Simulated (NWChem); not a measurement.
Species: PbSiH4S, singlet; SMILES [SiH3][Pb][SH]

```xyz
7

Pb     0.5317     0.1668     0.0000
S     -1.6808     1.4052     0.0001
H     -1.1417     2.6460    -0.0024
Si    -0.8712    -2.1967     0.0001
H     -0.5207    -3.0079    -1.2144
H     -2.3581    -2.0182     0.0205
H     -0.4900    -3.0295     1.1905
```
Atoms are numbered in this order, from 1.

Program: NWChem. Low-valent species are run as closed-shell singlets; no triplet was tried in these runs. All runs use the structure optimised with PBE0/def2-SVP. Not confirmed as a minimum by frequencies. def2 effective core potentials on Pb; no spin-orbit coupling. Ions are spin-unrestricted doublets at the neutral geometry; other ion states weren't tried.

For level PBE/def2-SVP:

```yaml
"−ε(HOMO) (eV)": 5.49
```

### Question
How do the values read with level PBE0/def2-SVP instead?

### Answer
| Item | Value |
|---|---|
| −ε(HOMO) (eV) | 6.43 |
